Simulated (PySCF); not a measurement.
Job file and geometry (Å, from GFN2-xTB) of an NMR shielding run on SMILES C[SiH2]P1C(C)=C1[SiH3], C4H11PSi2, PySCF 2.14.0, density-fitted response routines, GIAO PBE0/pcSseg-1 NMR shielding, non-relativistic, gas phase; density fitting, a coarse starting grid and PySCF grid level 2 are the driver's defaults:

```
$ OMP_NUM_THREADS=1 python probes_run.py task.json out

{"job": {"kind": "nmr", "xc": "PBE0", "basis": "pcSseg-1"}, "charge": 0, "multiplicity": 1}
C      3.271363    -0.950267    -0.247710
Si     1.691954    -0.035255     0.270069
P      0.406322     0.194031    -1.566358
C     -1.049721     1.049431    -0.828667
C     -1.532510     2.394379    -0.501964
C     -1.281241    -0.235333    -0.842559
Si    -2.392288    -1.668710    -0.433783
H      3.942428    -1.071875     0.595863
H      3.043165    -1.937357    -0.639287
H      3.803809    -0.405092    -1.021358
H      2.047268     1.273259     0.847569
H      0.996134    -0.779361     1.333177
H     -1.613637     2.991224    -1.410710
H     -2.508857     2.336415    -0.021166
H     -0.828193     2.892412     0.164554
H     -3.579865    -1.114582     0.221949
H     -2.755023    -2.363286    -1.668623
H     -1.669867    -2.563716     0.472588
```

**Question.** Write the output of this run.

**Answer.** 
```
coarse grid: 16040 points
cycle   1  E = -1078.6195958031  dE =  5.104e-01  |g| = 4.051e-01  |ddm| = 3.947e+00
cycle   2  E = -1078.6097384746  dE =  9.857e-03  |g| = 4.432e-01  |ddm| = 8.112e-01
cycle   3  E = -1078.6604220170  dE = -5.068e-02  |g| = 8.195e-02  |ddm| = 5.008e-01
cycle   4  E = -1078.6618380193  dE = -1.416e-03  |g| = 4.459e-02  |ddm| = 1.522e-01
cycle   5  E = -1078.6623471199  dE = -5.091e-04  |g| = 9.444e-03  |ddm| = 5.289e-02
cycle   6  E = -1078.6623669505  dE = -1.983e-05  |g| = 4.223e-03  |ddm| = 1.514e-02
cycle   7  E = -1078.6623713162  dE = -4.366e-06  |g| = 1.031e-03  |ddm| = 6.091e-03
final grid: 139704 points
cycle   8  E = -1078.7032537534  dE = -2.215e-05  |g| = 7.464e-03  |ddm| = 2.678e-02
cycle   9  E = -1078.7032428770  dE =  1.088e-05  |g| = 9.646e-03  |ddm| = 1.640e-02
cycle  10  E = -1078.7032680406  dE = -2.516e-05  |g| = 1.179e-03  |ddm| = 1.125e-02
cycle  11  E = -1078.7032684371  dE = -3.965e-07  |g| = 2.585e-04  |ddm| = 1.952e-03
cycle  12  E = -1078.7032684524  dE = -1.534e-08  |g| = 1.066e-04  |ddm| = 3.812e-04
cycle  13  E = -1078.7032684550  dE = -2.558e-09  |g| = 3.908e-05  |ddm| = 1.449e-04
cycle  14  E = -1078.7032684553  dE = -3.681e-10  |g| = 8.611e-06  |ddm| = 4.713e-05
converged SCF energy = -1078.7032684553

GIAO shielding tensors (ppm)
atom      isotropic    diamagn.    paramagn.     s11        s22        s33       span
  0 C      193.438     252.834     -59.396    188.060    194.401    197.853      9.793
  1 Si     394.232     882.532    -488.299    335.271    395.481    451.945    116.674
  2 P      596.820     968.116    -371.296    339.316    380.340   1070.804    731.487
  3 C       36.549     269.901    -233.352   -124.668     82.515    151.799    276.467
  4 C      169.064     248.513     -79.449    151.519    170.224    185.449     33.930
  5 C       76.899     261.718    -184.819    -66.899    115.009    182.588    249.487
  6 Si     436.483     882.225    -445.742    419.815    427.219    462.415     42.600
  7 H       31.511      28.734       2.777     26.537     28.002     39.994     13.456
  8 H       31.463      31.150       0.313     26.804     29.757     37.829     11.025
  9 H       31.609      29.848       1.761     26.963     29.451     38.413     11.450
 10 H       27.700      31.740      -4.040     23.436     27.443     32.220      8.784
 11 H       28.205      32.294      -4.089     24.760     27.499     32.356      7.596
 12 H       29.137      27.369       1.768     25.164     26.452     35.795     10.630
 13 H       28.769      29.050      -0.281     23.381     27.986     34.941     11.560
 14 H       29.004      30.972      -1.969     24.419     27.759     34.833     10.414
 15 H       26.971      29.535      -2.564     22.800     26.213     31.900      9.100
 16 H       27.283      29.129      -1.846     24.134     25.190     32.526      8.392
 17 H       27.242      30.346      -3.104     23.670     26.290     31.766      8.095
```

Size and cost of the density-fitted run: 195 basis functions, 33 s wall time on 1 thread of an Arm Neoverse V1, shared host; peak memory 0.81 GiB.
